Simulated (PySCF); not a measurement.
## Zn²⁺ (zinc, charge +2) across methods

[Ar] 3d9 4p1, one real determinant (an excited configuration). Calculation: PySCF 2.14, in x2c-QZVPPall; the spin-free X2C one-electron Hamiltonian (Gaussian nucleus).

| method | E (hartree) | mean ε 3d α (eV) | mean ε 3d β (eV) | mean ε 4p α (eV) | Σ⟨r²⟩ (bohr²) | ⟨S²⟩ |
| --- | --- | --- | --- | --- | --- | --- |
| PBE0 | -1794.089 | -43.337 | -41.971 | -20.018 | 20.14 | 2.000 |
| revPBE | -1794.237 | -39.897 | -38.659 | -19.237 | 20.16 | 2.000 |
| PBE | -1794.068 | -39.997 | -38.754 | -19.270 | 20.15 | 2.000 |
| MN15 | -1795.553 | -44.296 | -43.139 | -20.484 | 20.15 | 2.000 |
| UHF | -1792.84703 | -52.439 | -50.627 | -21.728 | 20.41 | 2.001 |
| LDA | -1791.287 | -40.342 | -39.036 | -19.323 | 20.08 | 2.000 |
| TPSS | -1794.342 | -39.915 | -38.704 | -19.228 | 20.14 | 2.000 |

Question: Estimate the same row for r2SCAN.

Answer: E (hartree) = -1794.305; mean ε 3d α (eV) = -40.498; mean ε 3d β (eV) = -39.176; mean ε 4p α (eV) = -19.446; Σ⟨r²⟩ (bohr²) = 20.05; ⟨S²⟩ = 2.001.

⟨L²⟩ = 8.01 against 12 for a pure F term, so this real determinant mixes terms.
